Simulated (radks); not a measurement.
Results of a calculation; reference values are marked as such.
Effect of the nuclear size on the aluminium ion Al3+, [Ne]. Level of theory: Dirac Kohn-Sham, BLYP, spin-unpolarised, spherical densities, finite nucleus; Fermi nuclear charge, rms radius 3.061 fm (a radial shooting solver on a logarithmic mesh with Libxc functionals). The rms radius is varied about that value; shifts are against it.

rms radius (fm)  total energy shift (eV)  density at nucleus (e/bohr^3)  1s1/2 shift (meV)
2.6753                         -0.000876                           1501             -0.367
2.7763                         -0.000658                           1500             -0.275
3.061                                  0                           1498              0.000
3.211                           0.000372                           1498              0.156
3.6089                           0.00144                           1496              0.604

Slopes of the eigenvalues against <r^2> in GHz/fm^2, as finite differences over the two radii next to the reference (eigenvalue slopes, not the field-shift constants of lines): 1s1/2 40.1.
